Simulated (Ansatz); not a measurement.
Cost and result for the atomization energy of `CO[SiH2]S[SiH2]F` (13 atoms, 12 bonds).

```tsv
atom	x (Å)	y (Å)	z (Å)
C1	-0.373	-1.823	-0.015
O2	0.797	-1.033	0.048
Si3	1.137	0.116	1.155
S4	1.032	2.093	0.320
Si5	-0.502	1.761	-1.094
F6	-1.805	1.151	-0.388
H7	-0.092	-2.877	0.029
H8	-1.059	-1.602	0.808
H9	-0.890	-1.633	-0.959
H10	0.177	0.001	2.282
H11	2.535	-0.031	1.616
H12	-0.847	3.082	-1.661
H13	-0.110	0.795	-2.141
```

Charge 0, multiplicity 1. Geometry: relaxed with PBE0-D4/def2-TZVP. It is one conformer, not always the lowest. Program: Ansatz. All runs use 2 threads of an AMD EPYC 7R13 on a shared host and a share of an NVIDIA H100 80 GB. Times are those of one run each, without the atoms' runs, and a repeat can differ threefold. Electronic energies, without spin–orbit coupling; frozen cores. CCSD(T)/CBS adds CCSD(T) − MP2 in def2-TZVPP to the MP2 limit, and its time is that of the two runs behind it. T1 = 0.012. B3LYP takes the VWN-RPA correlation (the form of Gaussian; ORCA's B3LYP/G).

CCSD(T)/CBS is a level of theory with its own doubt, some kJ/mol a heavy atom from the limit and from the frozen cores, so smaller differences don't rank the functionals.

```
                             level  functions  wall time  atomization (kcal/mol)  difference from CCSD(T)/CBS  per bond
                PBE0-D4/def2-TZVPP        317      1.8 s                  1103.3                        -13.1      -1.1
   PBE-D4/def2-TZVPP (with forces)        317      1.9 s                  1118.4                          2.0       0.2
                 B2PLYP/def2-TZVPP        317        2 s                  1096.8                        -19.6      -1.6
r2SCAN-D4/def2-TZVPP (with forces)        317      2.1 s                  1114.6                         -1.8      -0.1
 B3LYP-D4/def2-TZVPP (with forces)        317      2.1 s                  1108.3                         -8.1      -0.7
                ωB97X-V/def2-TZVPP        317      2.5 s                  1119.5                          3.1       0.3
  ωB97M-V/def2-TZVPP (with forces)        317        3 s                  1116.8                          0.4       0.0
                    MP2/def2-QZVPP        591      3.5 s                  1121.4                          5.0       0.4
                CCSD(T)/def2-TZVPP        317      4.1 s                  1083.6                        -32.8      -2.7
                 CCSD(T)/CBS(def2)          –      7.6 s                  1116.4                          0.0       0.0
```

The D4 term adds +13.8 kcal/mol with B3LYP and +7.3 kcal/mol with PBE0; it sums over pairs of atoms, weighted by their polarisabilities, and B3LYP, whose exchange is more repulsive, gets the larger term. From PBE to PBE0 (25 % exact exchange), in def2-TZVPP and without D4, the atomization energy moves by −13.9 kcal/mol: exact exchange takes away binding that semilocal exchange gives to molecules. In def2-TZVPP, CCSD(T) changes the Hartree–Fock value by +261.1 kcal/mol (the triples alone add +15.1 kcal/mol) and MP2 by +279.2 kcal/mol; breaking electron pairs costs correlation energy, which Hartree–Fock lacks.
